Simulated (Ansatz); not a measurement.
`FB(Cl)[SeH]` + NH₃ → `NB(F)Cl` + H₂Se at 700 K and 1 bar (ligand exchange at a B–Se bond).

Program: Ansatz. Geometries: PBE0-D4/def2-TZVP. ΔE: electronic, gas phase. CCSD(T)/CBS is the MP2 limit (def2-TZVPP, def2-QZVPP) plus CCSD(T) − MP2 in def2-TZVPP, frozen cores. This one scheme is used for every species. For Se outer-core shells are correlated without core-valence functions, which leaves a few kJ/mol of doubt a bond. Scalar relativity is left out up to krypton. Each species was taken in one conformer, which may not be the lowest.

```
      species  CCSD(T)/CBS energy (Eh)  H − E (kJ/mol)  S (J/(mol·K))
`FB(Cl)[SeH]`              -2985.79275            92.3          383.0
          NH₃                -56.50880           116.9          226.5
    `NB(F)Cl`               -640.42619           141.7          360.3
         H₂Se              -2401.89790            61.1          251.1
```

H − E and S are ideal-gas, rigid-rotor, harmonic terms from PBE0-D4/def2-TZVP, for one conformer and one mirror image of each species. 1 Eh = 2625.50 kJ/mol, R = 8.31446 J/(mol·K).

**Question.** By hand: ΔE, ΔH, ΔS and ΔG.

**Answer.** ΔE = (-640.42619) + (-2401.89790) − (-2985.79275) − (-56.50880) = -0.02254 Eh = -59.2 kJ/mol. Δ(H − E) = 141.7 + 61.1 − 92.3 − 116.9 = -6.4, so ΔH = -65.6 kJ/mol. ΔS = 360.3 + 251.1 − 383.0 − 226.5 = 1.9 J/(mol·K). ΔG = -65.6 − 700 × (1.9)/1000 = -66.9 kJ/mol.

**Question.** By hand: the equilibrium constant, and the temperature at which ΔG would vanish if ΔH and ΔS stayed fixed.

**Answer.** log₁₀ K = −ΔG/(RT ln 10) = 5.0. ΔH and −TΔS have one sign here, so there is no such temperature.

The number of gas molecules stays the same, so ΔS is small and ΔH decides. A doubt of 5 kJ/mol in ΔE shifts log₁₀ K by 0.4 here. Other conformers and mirror images would add mixing entropy, several J/(mol·K) or more a flexible species. These are equilibria of isolated gas molecules and say nothing of rates. Largest T1 diagnostic: 0.011 (customary marks: 0.02 for closed shells, 0.045 for open ones).

ΔS is within the doubt of such terms, so its sign, and with it that verdict, could turn.
